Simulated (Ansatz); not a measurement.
Ideal-gas functions of CH4ClOSi (`C[Si](O)Cl`) radical at 400 K and 1 bar, from an Ansatz frequency run at PBE0-D4/def2-TZVP.

Molar mass 95.58 g/mol, point group C1 (symmetry number 1), electronic degeneracy 2, moments of inertia 78.683, 152.073, 212.236 u Å². Harmonic wavenumbers (cm⁻¹, unscaled): 137, 177, 215, 272, 310, 499, 701, 755, 781, 850, 911, 1259, 1435, 1441, 3051, 3141, 3159, 3912.

Use S(trans) = R[1.5 ln M + 2.5 ln T − 1.1517]; rotational temperatures θ = 24.2544 K / I; S(rot) = R[ln(√π/σ · √(T³/θAθBθC)) + 1.5]; for each mode x = 1.438777 ν̃/T, S = R[x/(eˣ − 1) − ln(1 − e⁻ˣ)] and H = RT x/(eˣ − 1); 1 cm⁻¹ = 0.0119627 kJ/mol; R = 8.31446 J/(mol·K).

Problem. By hand: the entropy, in J/(mol·K).

Solution. Translation 171.8. Rotation: θ = 0.3083, 0.1595, 0.1143 K, giving 113.5. Vibration, mode by mode: 14.28, 12.21, 10.66, 8.82, 7.83, 4.48, 2.53, 2.17, 2.01, 1.65, 1.39, 0.50, 0.30, 0.29, 0.00, 0.00, 0.00, 0.00, in all 69.1. Electronic 5.8. Sum 360.2 J/(mol·K).

Problem. By hand: H − E and G − E in kJ/mol, counted from the electronic energy.

Solution. Zero-point energy ½ × 23006 × 0.0119627 = 137.6; thermal vibration 15.4; translation, rotation and pV give 4 RT = 13.3. H − E = 166.3 kJ/mol, and G − E = 166.3 − 400 × 360.2/1000 = 22.2 kJ/mol.

Vibration gives 19 % of the entropy, 14.3 J/(mol·K) of it from the mode under 150 cm⁻¹: soft modes count most, and the harmonic formula is weakest for them. The sum counts one conformer and one mirror image; others add a mixing term.
